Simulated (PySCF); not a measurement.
CuI, singlet, geometry from GFN2-xTB (such geometries of metal compounds can be far from the true shape) (core potentials on I); SA2-CASSCF(4,5)/def2-SVP run with PySCF.

PySCF was given this input:
```python
from pyscf import gto, scf, mcscf
import numpy

mol = gto.M(
    atom='''
Cu   -0.00000000   -0.00000000   -1.55408005
I     0.00000000    0.00000000    0.85034569
''',
    basis='def2-svp',
    ecp={'I': 'def2-svp'},
    verbose=4,
)

mf = scf.RHF(mol)
mf.kernel()
mc = mcscf.CASSCF(mf, 5, 4)
mc.fix_spin_(ss=0.0)
mc = mc.state_average_([0.5, 0.5])
mc.kernel()
```

**Question.** Write the output that PySCF gives for this input, abridged.

**Answer.** 
```
PySCF version 2.14.0

[INPUT] verbose = 4
[INPUT] num. atoms = 2
[INPUT] num. electrons = 54
[INPUT] charge = 0
[INPUT] spin (= nelec alpha-beta = 2S) = 0
[INPUT] symmetry False subgroup None
[INPUT] Mole.unit = angstrom
[INPUT] Symbol           X                Y                Z      unit          X                Y                Z       unit  Magmom
[...]
nuclear repulsion = 159.561375314922
number of shells = 21
number of NR pGTOs = 134
number of NR cGTOs = 57
basis = def2-svp
ecp = {'I': 'def2-svp'}

******** <class 'pyscf.scf.hf.RHF'> ********
method = RHF
initial guess = minao
damping factor = 0
level_shift factor = 0
DIIS = <class 'pyscf.scf.diis.CDIIS'>
diis_start_cycle = 1
diis_space = 8
diis_damp = 0
SCF conv_tol = 1e-09
SCF conv_tol_grad = None
SCF max_cycles = 50
direct_scf = True
direct_scf_tol = 1e-13
Set gradient conv threshold to 3.16228e-05
Initial guess from minao.
init E= -1903.06664162248
[...]
cycle= 1 E= -1934.38575100301  delta_E= -31.3  |g|= 2.24  |ddm|= 7.41
[...]
cycle= 2 E= -1935.09580435517  delta_E= -0.71  |g|= 1.18  |ddm|= 4.88
[...]
cycle= 3 E= -1935.40119269715  delta_E= -0.305  |g|= 0.272  |ddm|= 1.58
[...]
cycle= 4 E= -1935.41394055376  delta_E= -0.0127  |g|= 0.114  |ddm|= 0.269
[...]
cycle= 5 E= -1935.41666339865  delta_E= -0.00272  |g|= 0.0217  |ddm|= 0.111
[...]
cycle= 6 E= -1935.4170807275  delta_E= -0.000417  |g|= 0.00668  |ddm|= 0.0633
[...]
cycle= 7 E= -1935.41713338937  delta_E= -5.27e-05  |g|= 0.00198  |ddm|= 0.0252
[...]
cycle= 8 E= -1935.41713718277  delta_E= -3.79e-06  |g|= 0.000525  |ddm|= 0.00702
[...]
cycle= 9 E= -1935.41713743509  delta_E= -2.52e-07  |g|= 0.000164  |ddm|= 0.00147
[...]
cycle= 10 E= -1935.41713747253  delta_E= -3.74e-08  |g|= 6.09e-05  |ddm|= 0.000592
[...]
cycle= 11 E= -1935.41713747853  delta_E= -6.01e-09  |g|= 2.61e-05  |ddm|= 0.00023
[...]
cycle= 12 E= -1935.41713747984  delta_E= -1.31e-09  |g|= 1.01e-05  |ddm|= 0.000131
[...]
cycle= 13 E= -1935.41713748003  delta_E= -1.92e-10  |g|= 2.38e-06  |ddm|= 6.76e-05
[...]
Extra cycle  E= -1935.41713748005  delta_E= -1.32e-11  |g|= 1.28e-06  |ddm|= 6.39e-06
converged SCF energy = -1935.41713748005

******** <class 'pyscf.mcscf.addons.StateAverageCASSCF'> ********
CAS (2e+2e, 5o), ncore = 25, nvir = 27
max_cycle_macro = 50
max_cycle_micro = 4
conv_tol = 1e-07
conv_tol_grad = None
orbital rotation max_stepsize = 0.02
orbital rotation threshold for CI restart = 0.01
augmented hessian ah_max_cycle = 30
augmented hessian ah_conv_tol = 1e-12
augmented hessian ah_linear dependence = 1e-14
augmented hessian ah_level shift = 1e-08
augmented hessian ah_start_tol = 2.5
augmented hessian ah_start_cycle = 3
augmented hessian ah_grad_trust_region = 3
kf_trust_region = 3
kf_interval = 4
ci_response_space = 4
ci_grad_trust_region = 3
with_dep4 0
natorb = False
canonicalization = True
sorting_mo_energy = False
ao2mo_level = 2
internal_rotation = False
******** <class 'pyscf.mcscf.addons.StateAverageSpinPenaltyFCISolver'> ********
max. cycles = 50
conv_tol = 1e-08
davidson only = True
linear dependence = 1e-12
level shift = 0.001
max iter space = 12
nroots = 2
pspace_size = 400
spin = None
State-average over 2 states with weights [0.5, 0.5]
CASCI E = -1935.33974083769  S^2 = 0.0000000
Set conv_tol_grad to 0.000316228
macro iter   1 ( 21 JK    4 micro), CASSCF E = -1935.34883109942  dE = -9.09026174e-03  S^2 = 0.0000000
               |grad[o]|=0.135  |ddm|=0.0176  |maxRot[o]|=0.255
macro iter   2 ( 21 JK    4 micro), CASSCF E = -1935.35070613593  dE = -1.87503651e-03  S^2 = 0.0000000
               |grad[o]|=0.0543  |ddm|=0.00816  |maxRot[o]|=0.204
macro iter   3 ( 21 JK    4 micro), CASSCF E = -1935.35108951813  dE = -3.83382195e-04  S^2 = 0.0000000
               |grad[o]|=0.0221  |ddm|=0.00582  |maxRot[o]|=0.0906
macro iter   4 ( 21 JK    4 micro), CASSCF E = -1935.35123647061  dE = -1.46952484e-04  S^2 = 0.0000000
               |grad[o]|=0.0127  |ddm|=0.00323  |maxRot[o]|=0.0671
macro iter   5 ( 21 JK    4 micro), CASSCF E = -1935.35130097390  dE = -6.45032842e-05  S^2 = 0.0000000
               |grad[o]|=0.00765  |ddm|=0.00204  |maxRot[o]|=0.0501
macro iter   6 ( 21 JK    4 micro), CASSCF E = -1935.35139382539  dE = -9.28514935e-05  S^2 = 0.0000000
               |grad[o]|=0.00497  |ddm|=0.00313  |maxRot[o]|=0.0933
macro iter   7 ( 21 JK    4 micro), CASSCF E = -1935.35175272622  dE = -3.58900829e-04  S^2 = 0.0000000
               |grad[o]|=0.00387  |ddm|=0.00534  |maxRot[o]|=0.167
macro iter   8 ( 21 JK    4 micro), CASSCF E = -1935.35235701632  dE = -6.04290104e-04  S^2 = 0.0000000
               |grad[o]|=0.00409  |ddm|=0.00664  |maxRot[o]|=0.147
macro iter   9 ( 21 JK    4 micro), CASSCF E = -1935.35277337742  dE = -4.16361100e-04  S^2 = 0.0000000
               |grad[o]|=0.00511  |ddm|=0.00491  |maxRot[o]|=0.0997
macro iter  10 ( 21 JK    4 micro), CASSCF E = -1935.35305152671  dE = -2.78149282e-04  S^2 = 0.0000000
               |grad[o]|=0.00561  |ddm|=0.00388  |maxRot[o]|=0.077
macro iter  11 ( 21 JK    4 micro), CASSCF E = -1935.35323005897  dE = -1.78532261e-04  S^2 = 0.0000000
               |grad[o]|=0.00588  |ddm|=0.00317  |maxRot[o]|=0.0616
macro iter  12 ( 21 JK    4 micro), CASSCF E = -1935.35334016785  dE = -1.10108882e-04  S^2 = 0.0000000
               |grad[o]|=0.00603  |ddm|=0.00269  |maxRot[o]|=0.0492
macro iter  13 ( 21 JK    4 micro), CASSCF E = -1935.35340528185  dE = -6.51139985e-05  S^2 = 0.0000000
               |grad[o]|=0.00611  |ddm|=0.00234  |maxRot[o]|=0.0388
macro iter  14 ( 21 JK    4 micro), CASSCF E = -1935.35344335822  dE = -3.80763704e-05  S^2 = 0.0000000
               |grad[o]|=0.00615  |ddm|=0.00214  |maxRot[o]|=0.0304
macro iter  15 ( 21 JK    4 micro), CASSCF E = -1935.35346539906  dE = -2.20408394e-05  S^2 = 0.0000000
               |grad[o]|=0.00616  |ddm|=0.00201  |maxRot[o]|=0.0237
macro iter  16 ( 21 JK    4 micro), CASSCF E = -1935.35347856245  dE = -1.31633906e-05  S^2 = 0.0000000
[...]
macro iter  19 ( 21 JK    4 micro), CASSCF E = -1935.35349525069  dE = -3.48590743e-06  S^2 = 0.0000000
               |grad[o]|=0.00613  |ddm|=0.00184  |maxRot[o]|=0.00911
macro iter  20 ( 21 JK    4 micro), CASSCF E = -1935.35349773693  dE = -2.48623201e-06  S^2 = 0.0000000
               |grad[o]|=0.00611  |ddm|=0.00184  |maxRot[o]|=0.00733
macro iter  21 ( 21 JK    4 micro), CASSCF E = -1935.35349957189  dE = -1.83496536e-06  S^2 = 0.0000000
               |grad[o]|=0.0061  |ddm|=0.00183  |maxRot[o]|=0.00595
macro iter  22 ( 21 JK    4 micro), CASSCF E = -1935.35350096227  dE = -1.39038139e-06  S^2 = 0.0000000
               |grad[o]|=0.00609  |ddm|=0.00182  |maxRot[o]|=0.00488
macro iter  23 ( 21 JK    4 micro), CASSCF E = -1935.35350203359  dE = -1.07132155e-06  S^2 = 0.0000000
               |grad[o]|=0.00608  |ddm|=0.00182  |maxRot[o]|=0.00407
macro iter  24 ( 21 JK    4 micro), CASSCF E = -1935.35350286047  dE = -8.26880068e-07  S^2 = 0.0000000
               |grad[o]|=0.00607  |ddm|=0.00182  |maxRot[o]|=0.00344
macro iter  25 ( 21 JK    4 micro), CASSCF E = -1935.35350349007  dE = -6.29597025e-07  S^2 = 0.0000000
               |grad[o]|=0.00607  |ddm|=0.00182  |maxRot[o]|=0.00293
macro iter  26 ( 21 JK    4 micro), CASSCF E = -1935.35350396148  dE = -4.71413387e-07  S^2 = 0.0000000
               |grad[o]|=0.00606  |ddm|=0.00182  |maxRot[o]|=0.00253
macro iter  27 ( 21 JK    4 micro), CASSCF E = -1935.35350433172  dE = -3.70234829e-07  S^2 = 0.0000000
               |grad[o]|=0.00605  |ddm|=0.00183  |maxRot[o]|=0.00223
macro iter  28 ( 21 JK    4 micro), CASSCF E = -1935.35350465348  dE = -3.21760126e-07  S^2 = 0.0000000
               |grad[o]|=0.00605  |ddm|=0.00184  |maxRot[o]|=0.00198
macro iter  29 ( 21 JK    4 micro), CASSCF E = -1935.35350504397  dE = -3.90493824e-07  S^2 = 0.0000000
               |grad[o]|=0.00604  |ddm|=0.00187  |maxRot[o]|=0.00254
macro iter  30 ( 21 JK    4 micro), CASSCF E = -1935.35350572765  dE = -6.83671942e-07  S^2 = 0.0000000
               |grad[o]|=0.00604  |ddm|=0.00193  |maxRot[o]|=0.00382
macro iter  31 ( 21 JK    4 micro), CASSCF E = -1935.35350722304  dE = -1.49539051e-06  S^2 = 0.0000000
               |grad[o]|=0.00604  |ddm|=0.00209  |maxRot[o]|=0.00599
macro iter  32 ( 21 JK    4 micro), CASSCF E = -1935.35351086271  dE = -3.63967638e-06  S^2 = 0.0000000
               |grad[o]|=0.00603  |ddm|=0.00253  |maxRot[o]|=0.00971
macro iter  33 ( 21 JK    4 micro), CASSCF E = -1935.35352008139  dE = -9.21868104e-06  S^2 = 0.0000000
               |grad[o]|=0.00603  |ddm|=0.00336  |maxRot[o]|=0.0159
macro iter  34 ( 21 JK    4 micro), CASSCF E = -1935.35354311954  dE = -2.30381506e-05  S^2 = 0.0000000
               |grad[o]|=0.00604  |ddm|=0.00502  |maxRot[o]|=0.0253
macro iter  35 ( 21 JK    4 micro), CASSCF E = -1935.35359724919  dE = -5.41296472e-05  S^2 = 0.0000000
               |grad[o]|=0.00606  |ddm|=0.00749  |maxRot[o]|=0.0381
macro iter  36 ( 21 JK    4 micro), CASSCF E = -1935.35371093675  dE = -1.13687557e-04  S^2 = 0.0000000
               |grad[o]|=0.00612  |ddm|=0.011  |maxRot[o]|=0.0527
macro iter  37 ( 21 JK    4 micro), CASSCF E = -1935.35391793700  dE = -2.07000253e-04  S^2 = 0.0000000
               |grad[o]|=0.00623  |ddm|=0.0151  |maxRot[o]|=0.0662
macro iter  38 ( 21 JK    4 micro), CASSCF E = -1935.35424982627  dE = -3.31889265e-04  S^2 = 0.0000000
               |grad[o]|=0.00641  |ddm|=0.019  |maxRot[o]|=0.0771
macro iter  39 ( 21 JK    4 micro), CASSCF E = -1935.35474189104  dE = -4.92064770e-04  S^2 = 0.0000000
               |grad[o]|=0.00665  |ddm|=0.023  |maxRot[o]|=0.0863
macro iter  40 ( 21 JK    4 micro), CASSCF E = -1935.35547235910  dE = -7.30468063e-04  S^2 = 0.0000000
               |grad[o]|=0.00694  |ddm|=0.0314  |maxRot[o]|=0.0958
macro iter  41 ( 21 JK    4 micro), CASSCF E = -1935.35664491899  dE = -1.17255989e-03  S^2 = 0.0000000
               |grad[o]|=0.0073  |ddm|=0.0496  |maxRot[o]|=0.106
macro iter  42 ( 21 JK    4 micro), CASSCF E = -1935.35859232731  dE = -1.94740832e-03  S^2 = 0.0000000
               |grad[o]|=0.00787  |ddm|=0.0762  |maxRot[o]|=0.163
macro iter  43 ( 21 JK    4 micro), CASSCF E = -1935.36112653410  dE = -2.53420679e-03  S^2 = 0.0000000
               |grad[o]|=0.00885  |ddm|=0.0851  |maxRot[o]|=0.207
macro iter  44 ( 21 JK    4 micro), CASSCF E = -1935.36300137966  dE = -1.87484556e-03  S^2 = 0.0000000
               |grad[o]|=0.00969  |ddm|=0.0549  |maxRot[o]|=0.176
macro iter  45 ( 21 JK    4 micro), CASSCF E = -1935.36415743210  dE = -1.15605244e-03  S^2 = 0.0000000
               |grad[o]|=0.00968  |ddm|=0.0292  |maxRot[o]|=0.134
macro iter  46 ( 21 JK    4 micro), CASSCF E = -1935.36486829907  dE = -7.10866972e-04  S^2 = 0.0000000
               |grad[o]|=0.00941  |ddm|=0.014  |maxRot[o]|=0.0961
macro iter  47 ( 21 JK    4 micro), CASSCF E = -1935.36528009176  dE = -4.11792686e-04  S^2 = 0.0000000
               |grad[o]|=0.00922  |ddm|=0.00906  |maxRot[o]|=0.078
macro iter  48 ( 21 JK    4 micro), CASSCF E = -1935.36547492848  dE = -1.94836719e-04  S^2 = 0.0000000
               |grad[o]|=0.00908  |ddm|=0.00832  |maxRot[o]|=0.0574
macro iter  49 ( 21 JK    4 micro), CASSCF E = -1935.36555382797  dE = -7.88994976e-05  S^2 = 0.0000000
               |grad[o]|=0.00901  |ddm|=0.00878  |maxRot[o]|=0.0374
macro iter  50 ( 21 JK    4 micro), CASSCF E = -1935.36560714912  dE = -5.33211487e-05  S^2 = 0.0000000
               |grad[o]|=0.009  |ddm|=0.00964  |maxRot[o]|=0.0232
1-step CASSCF not converged,  50 macro (1050 JK 200 micro) steps
CASSCF canonicalization
Density matrix diagonal elements [1.493972   1.96911862 0.4961647  0.02793758 0.0128071 ]
CASSCF energy = -1935.36560714912
CASCI E = -1935.36560714912  E(CI) = -3.26680992793194  S^2 = 0.0000000
CASCI state-averaged energy = -1935.36560714912
CASCI energy for each state
  State 0 weight 0.5  E = -1935.42965094953 S^2 = 0.0000000
  State 1 weight 0.5  E = -1935.30156334872 S^2 = 0.0000000
```

The run did not converge; its last values are not results.
